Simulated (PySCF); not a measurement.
TaOCl3, SMILES [Cl][Ta]([Cl])([Cl])=[O], multiplicity 1. The structure is a stationary point at r2SCAN-D4/def2-SVP. The spin state was assumed, not searched. The isomer is the one that the SMILES or the coordinates give; other isomers of the formula were not compared. The def2 effective core potentials stand for the cores of Ta; spin–orbit coupling is left out.

The numbers are results of PySCF with r2SCAN-D4/def2-SVP, not measurements.

Harmonic wavenumbers (cm⁻¹): 101, 101, 117, 218, 218, 394, 416, 416, 1012. Rotational constants (GHz): 1.465, 1.465, 0.9825; symmetry number 3.

Q: Work out the zero-point energy and the ideal-gas rigid-rotor harmonic-oscillator thermochemistry at 298.15 K and 1 atm.

A: ZPE = ½ Σ hcν = ½ × 2993 cm⁻¹ = 4.28 kcal/mol. H − E(el) = 9.27 kcal/mol. Entropy in cal/(mol K): translation 43.03, rotation 27.23, vibration 16.86, total 87.12. G − E(el) = -16.71 kcal/mol. Cp = 22.13 cal/(mol K). Modes under 150 cm⁻¹ make the vibrational entropy uncertain.
